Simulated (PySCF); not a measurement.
Isomers of C3H6BF. Method used: PBE0-D3(BJ)/def2-SVP geometry optimisation, gas phase in PySCF 2.14.0. Energies are electronic, without zero-point or thermal terms, for one conformer each. No frequencies were run at this level. Point groups hold within 0.08 Å.

Question: Rank from lowest to highest electronic energy at this level (kcal/mol).
A. `B/C(C)=C\F`
B. `[F:1][BH:2][CH:3]1[CH2:4][CH2:5]1` with F1–B2–C3–C4 -146°
C. `[BH2:1][C@@H:2]1[CH2:3][C@@H:4]1[F:5]` with H–B1–C2–C3 -136° and 41°

Answer: B (0.0), A (49.1), C (55.0).

As drawn, the lowest has a B–F bond, which the highest lacks.

```tsv
SMILES	E (Eh)	E rel (kcal/mol)	dipole (D)	point group	A, B, C (MHz)
FBC1CC1	-242.20103	0.0	1.70	Cs	15539, 2763, 2668
B/C(C)=C\F	-242.12281	49.1	1.98	near Cs	8805, 3793, 2696
B[C@@H]1C[C@@H]1F	-242.11337	55.0	2.16	C1	7921, 4807, 3681
```
